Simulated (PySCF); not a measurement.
Geometry:
```json
{"atom": "O1", "x (Å)": "-1.085", "y (Å)": "2.704", "z (Å)": "1.228"}
{"atom": "C2", "x (Å)": "-0.233", "y (Å)": "2.195", "z (Å)": "0.553"}
{"atom": "C3", "x (Å)": "-0.125", "y (Å)": "0.755", "z (Å)": "0.259"}
{"atom": "C4", "x (Å)": "-1.232", "y (Å)": "0.121", "z (Å)": "-0.119"}
{"atom": "C5", "x (Å)": "-1.273", "y (Å)": "-1.330", "z (Å)": "-0.466"}
{"atom": "F6", "x (Å)": "-0.565", "y (Å)": "-2.104", "z (Å)": "0.380"}
{"atom": "F7", "x (Å)": "-0.753", "y (Å)": "-1.586", "z (Å)": "-1.691"}
{"atom": "F8", "x (Å)": "-2.516", "y (Å)": "-1.815", "z (Å)": "-0.480"}
{"atom": "Si9", "x (Å)": "1.614", "y (Å)": "-0.035", "z (Å)": "0.442"}
{"atom": "O10", "x (Å)": "2.022", "y (Å)": "-0.887", "z (Å)": "-0.863"}
{"atom": "H11", "x (Å)": "0.584", "y (Å)": "2.790", "z (Å)": "0.103"}
{"atom": "H12", "x (Å)": "-2.183", "y (Å)": "0.625", "z (Å)": "-0.236"}
{"atom": "H13", "x (Å)": "2.590", "y (Å)": "1.040", "z (Å)": "0.388"}
{"atom": "H14", "x (Å)": "1.576", "y (Å)": "-0.807", "z (Å)": "1.678"}
{"atom": "H15", "x (Å)": "1.574", "y (Å)": "-1.661", "z (Å)": "-1.198"}
```

Computed data (PySCF 2.14.0 with density-fitted response routines): GFN2-xTB structure, σ from GIAO-PBE0/pcSseg-1. One conformer, no relativistic terms, no solvent, equivalent nuclei averaged.

Scale: ¹³C, ¹H, ²⁹Si against TMS; ¹⁷O against H2O; CFCl3 for ¹⁹F (reference shieldings calculated alike).

```json
{"atoms": "C4", "nucleus": "¹³C", "count": "1", "Hirshfeld charge": "-0.05", "δ (ppm)": "?"}
{"atoms": "H13/H14", "nucleus": "¹H", "count": "2", "Hirshfeld charge": "-0.07", "δ (ppm)": "?"}
{"atoms": "F6/F7/F8", "nucleus": "¹⁹F", "count": "3", "Hirshfeld charge": "-0.08", "δ (ppm)": "?"}
{"atoms": "O1", "nucleus": "¹⁷O", "count": "1", "Hirshfeld charge": "-0.21", "δ (ppm)": "723.5"}
{"atoms": "H12", "nucleus": "¹H", "count": "1", "Hirshfeld charge": "0.06", "δ (ppm)": "6.76"}
{"atoms": "C5", "nucleus": "¹³C", "count": "1", "Hirshfeld charge": "0.26", "δ (ppm)": "133.4"}
{"atoms": "Si9", "nucleus": "²⁹Si", "count": "1", "Hirshfeld charge": "0.39", "δ (ppm)": "-39.8"}
{"atoms": "H15", "nucleus": "¹H", "count": "1", "Hirshfeld charge": "0.16", "δ (ppm)": "2.27"}
{"atoms": "O10", "nucleus": "¹⁷O", "count": "1", "Hirshfeld charge": "-0.30", "δ (ppm)": "21.9"}
{"atoms": "C2", "nucleus": "¹³C", "count": "1", "Hirshfeld charge": "0.13", "δ (ppm)": "199.7"}
{"atoms": "H11", "nucleus": "¹H", "count": "1", "Hirshfeld charge": "0.05", "δ (ppm)": "10.35"}
{"atoms": "C3", "nucleus": "¹³C", "count": "1", "Hirshfeld charge": "-0.09", "δ (ppm)": "?"}
```

Fill in the missing shifts.

## Answers


- C3: 168.2 ppm, α carbon of a C=C–C=O unit
- C4: 142.2 ppm, β carbon of a C=C–C=O unit; conjugation with the carbonyl draws π density from the β position
- H13/H14: 5.30 ppm, hydrogen on a silicon bonded to C, O
- F6/F7/F8: -72.4 ppm, fluorine of a CF3 group

The OH or NH signal is concentration- and solvent-dependent in practice; the value given is the gas-phase one. Shifts are as computed. Against solution values, carbons near 30 ppm lie about +3 ppm off and those near 130 ppm about +5 ppm. Of 1211 compounds with measured shifts, 218 miss one by over three times the rms of a fit or turn the order of signals round; such compounds aren't used in these exercises. Unscaled 19F shifts against computed CFCl3 carry errors that often reach 10 to 50 ppm. Unscaled 17O shifts of doubly bonded oxygen tend to come out too high, by tens of ppm or more. Experimental scales use liquid or dissolved standards, which lie at an offset from isolated H2O (liquid H2O: subtract about 36 ppm).
